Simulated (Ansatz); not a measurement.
`[CH3][GeH2][SH]` → `[CH2]` (triplet) + `[SH][GeH3]` at 298.15 K and 1 bar (formal loss of a carbene).

Program: Ansatz. Geometries: PBE0-D4/def2-TZVP. ΔE: electronic, gas phase. CBS: MP2 limit from def2 TZ/QZ plus the TZ coupled-cluster correction, frozen cores. This one scheme is used for every species. Triplets are unrestricted, without spin–orbit coupling. For Ge outer-core shells are correlated without core-valence functions, which leaves a few kJ/mol of doubt a bond. Scalar relativity is left out up to krypton. One conformer a species, not always the lowest.

```
          species  CCSD(T)/CBS energy (Eh)  H − E (kJ/mol)  S (J/(mol·K))
`[CH3][GeH2][SH]`              -2515.57584           180.5          327.9
`[CH2]` (triplet)                -39.09499            55.4          195.3
     `[SH][GeH3]`              -2476.30083            99.2          286.9
```

H − E and S are ideal-gas, rigid-rotor, harmonic terms from PBE0-D4/def2-TZVP, for one conformer and one mirror image of each species, with the whole ground term of open shells counted as degenerate. 1 Eh = 2625.50 kJ/mol, R = 8.31446 J/(mol·K).

Problem. By hand: ΔE, ΔH, ΔS and ΔG.

Solution. ΔE = (-39.09499) + (-2476.30083) − (-2515.57584) = 0.18002 Eh = 472.6 kJ/mol. Δ(H − E) = 55.4 + 99.2 − 180.5 = -25.9, so ΔH = 446.7 kJ/mol. ΔS = 195.3 + 286.9 − 327.9 = 154.3 J/(mol·K). ΔG = 446.7 − 298.15 × (154.3)/1000 = 400.7 kJ/mol.

Problem. By hand: the equilibrium constant, and the temperature at which ΔG would vanish if ΔH and ΔS stayed fixed.

Solution. log₁₀ K = −ΔG/(RT ln 10) = -70.2. ΔG = 0 at ΔH/ΔS = 2895 K, far beyond where these terms or the molecules hold.

The number of gas molecules changes by +1, which sets the sign of ΔS. A doubt of 5 kJ/mol in ΔE shifts log₁₀ K by 0.9 here. Other conformers and mirror images would add mixing entropy, several J/(mol·K) or more a flexible species. A triplet takes part, so the spin changes. These are equilibria of isolated gas molecules and say nothing of rates. Largest T1 diagnostic: 0.011 (customary marks: 0.02 for closed shells, 0.045 for open ones).
